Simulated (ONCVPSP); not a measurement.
**scandium (Sc): one change to an ONCV potential, before and after**

ONCVPSP 4.0.1 input, shortened (lines: element, Z, core and valence counts, functional; n l f; lmax; l rc ep ncon nbas qcut; lloc lpopt rc5 dvloc0; l nproj debl; icmod fcfact rcfact), PBEsol, scalar-relativistic:

```
  Sc 21.00    5    2  -116133      upf
    1    0    2.00
    2    0    2.00
    2    1    6.00
    3    0    2.00
    3    1    6.00
    3    2    1.00
    4    0    2.00
    2
    0    3.05    0.00    3    6    1.70
    1    2.40    0.09    4    7    3.90
    2    2.70    0.00    4    8    6.70
    1    5    2.40    0.00
    0    2    0.70
    1    0    3.80
    2    2    1.70
    1    0.25    0.00
```

Change: functional revPBE.

Cutoffs: the cutoffs (Ha) at which the residual kinetic energy of the hardest occupied pseudo-wave falls to 1 and 0.1 mHa per electron; they do not see the model core or the augmentation charge, which bear on the density cutoff. Errors are all-electron minus pseudo energies relative to the spin-unpolarised reference configuration.

**Question.** What does the change do?

**Answer.** The potential gets neither clearly harder nor softer (15 Ha and 17 Ha → 15 Ha and 17 Ha); of the 4 tests that both files solve, the error grows in 0 and shrinks in 3 by more than 15 % and 0.3 meV (median size 24.7 → 0.7 meV); neither file shows a bound ghost.

| quantity | base | changed |
| --- | --- | --- |
| cutoff, loose | 15 Ha | 15 Ha |
| cutoff, tight | 17 Ha | 17 Ha |
| loose cutoff by channel | s 3.5 Ha, d 15 Ha | s 3.2 Ha, d 15 Ha |
| bound ghosts | none | none |
| GHOST(+) flags under 300 eV | s at 3.9 eV | s at 5.5 eV |
| error for 3d1 4s1, meV [ΔE 6.90 → 6.83 eV] | -4.5 | -0.1 |
| error for 3d1 4s0, meV [ΔE 19.55 → 19.47 eV] | -45 | -1.3 |
| error for 3d1 4s1.5, meV [ΔE 2.76 → 2.73 eV] | -0.6 | +0.1 |
| error for 3d0 4s2, meV [ΔE 8.40 → 8.33 eV] | +243 | +207 |
| s: phases at 3.09 bohr within 0.05 rad from the reference energy up to (Ha; the scan ends near 5) | 1.7 | 1.7 |
| p: phases at 2.43 bohr within 0.05 rad from the reference energy up to (Ha; the scan ends near 5) | 0.3 | 0.3 |
| d: phases at 2.74 bohr within 0.05 rad from the reference energy up to (Ha; the scan ends near 5) | 0.5 | 0.5 |
| rms error of d²Exc/dni dnj with the model core, mHa | 10.07 | 9.94 |
